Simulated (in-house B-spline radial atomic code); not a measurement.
Response and correlation along the 54-electron series, closed shell [Kr] 4d10 5s2 5p6; the second-order energy is extrapolated in partial waves. Computed with an all-electron radial atomic-structure program (B-spline basis): relativistic RPA and second-order many-body perturbation theory on Dirac-Hartree-Fock.

```tsv
ion	Z	dipole polarisability (bohr³)	quadrupole polarisability (bohr⁵)	ratio of RPA to uncoupled dipole	second order correlation energy (Eh)	C6 of two such ions (Eh bohr⁶)
I-	53	64.855	921.88	1.1696	-3.0963	892.21
Xe	54	26.973	205.11	1.004	-3.1362	285.9
Cs+	55	15.809	86.399	0.94164	-3.1749	137.2
Ba2+	56	10.607	45.961	0.90662	-3.2117	78.158
La3+	57	7.6727	27.849	0.88367	-3.2471	49.147
Ce4+	58	5.8263	18.485	0.86732	-3.281	32.983
Pr5+	59	4.5782	13.35	0.85505	-3.3139	23.188
```

Task: How fast does the dipole polarisability fall along the series?

Result: From 64.86 to 4.578 bohr³; a fit of its logarithm against log Z from Z = 53 to 59 has slope -23.54.
